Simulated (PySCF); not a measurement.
# How methods differ on the excitation energy of Rb

Rb [Kr] 5s1 (2S) → Rb [Kr] 4d1 (2D), as a difference of total energies. Computed with PySCF 2.14 in aug-cc-pVDZ-X2C (7s6p4d, 45 functions), with the spin-free X2C one-electron Hamiltonian (Gaussian nucleus). The calculations carry no spin-orbit coupling.

```csv
method,excitation energy (eV),error (eV)
UHF,2.180,-0.220
LDA,2.178,-0.222
PBE,2.026,-0.374
PBE0,2.081,-0.319
r2SCAN,2.070,-0.330
HSE06,2.062,-0.338
M06-2X,2.148,-0.252
PBEsol,2.037,-0.363
BLYP,2.018,-0.382
```

Reference: 2.400 eV (measured; NIST levels, between the centres of gravity of the two terms).
